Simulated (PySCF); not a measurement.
Dipole moment and polarisability of ZnMe(nPr)

Compound: ZnMe(nPr), C4H10Zn (singlet state).
Geometry (PBE0-D3(BJ)/def2-SVP, Å), atoms numbered from 1 in this order:
```
atom  x, y, z in Å
Zn1    0.4347    0.4730    1.4939
C2     0.4525    0.4690    3.4422
H3     0.6187   -0.5453    3.8411
H4    -0.5045    0.8305    3.8530
H5     1.2484    1.1174    3.8441
C6     0.4124    0.4674   -0.4631
C7    -0.5116   -0.5700   -1.1037
C8    -0.4995   -0.5374   -2.6264
H9     1.4463    0.3189   -0.8278
H10    0.1284    1.4790   -0.8107
H11   -1.5486   -0.4223   -0.7516
H12   -0.2344   -1.5851   -0.7664
H13    0.5132   -0.7278   -3.0165
H14   -1.1737   -1.2929   -3.0615
H15   -0.8148    0.4495   -3.0024
```

Level: PBE0/def2-SVPD (PySCF), static field, nuclei fixed, core orbitals frozen in the response. The polarisability tensor in these axes (au):

```
x    65.10   2.47   4.66
y     2.47  65.61   4.82
z     4.66   4.82 102.18
```

Q: Give the principal values, the mean and the anisotropy Δα = √{½[(α1 − α2)² + (α2 − α3)² + (α1 − α3)²]}.

A: Principal values 62.87, 66.57 and 103.44 au; mean 77.63 au = 11.50 Å³ = 12.80 × 10⁻⁴⁰ C²·m²/J; Δα = 38.85 au (50 % of the mean).

Q: What is the dipole moment?

A: 0.04 D at this geometry.

Q: Along which axes do the principal values lie, and how far do the nuclei extend along each?

A: Largest value along (0.13, 0.13, 0.98), where the nuclei span 7.42 Å; middle along (0.65, 0.74, -0.18), 2.51 Å; least along (0.75, -0.66, -0.01), 1.85 Å. The response follows the extents in order.

Q: What depolarisation ratio follows for Rayleigh scattering of linearly polarised light, taking the static tensor?

A: ρ = 3Δα²/(45ᾱ² + 4Δα²) = 4528.5/(271193 + 6038.0) = 0.0163.

Q: Find the Langevin capture rate constant for O2+ (31.990 u) meeting this molecule (122.007 u), k = 2.342 × 10⁻⁹ cm³/s × √(α in Å³ / reduced mass in u).

A: The reduced mass is 25.34 u, so k = 1.58 × 10⁻⁹ cm³/s.

Isolated species at its PBE0-D3(BJ)/def2-SVP geometry, gas phase.
